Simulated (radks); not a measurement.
Removal energies from the gallium ion Ga3+, [Ar] 3d10, by Delta-SCF beside the eigenvalue of the level emptied. Method: scalar-relativistic Kohn-Sham, r2SCAN, spin-polarised, spherical densities, finite nucleus; meta-GGA in the generalised Kohn-Sham scheme; Fermi nuclear charge, rms radius of each element as measured or else 0.836 A^(1/3) + 0.57 fm; computed with a radial shooting solver on a logarithmic mesh with Libxc functionals. Open shells are filled with parallel spins first.

| removed from | final configuration | Delta-SCF (eV) | -eigenvalue (eV) |
|---|---|---|---|
| 3d | [Ar] 3d9 | 63.881 | 52.875 |
| 3p | [Ne] 3s2 3p5 3d10 | 147.12 | 135.37 |
| 3s | [Ne] 3s1 3p6 3d10 | 198.24 | 186.34 |
| 2p | [He] 2s2 2p5 3s2 3p6 3d10 | 1173.2 | 1140.3 |
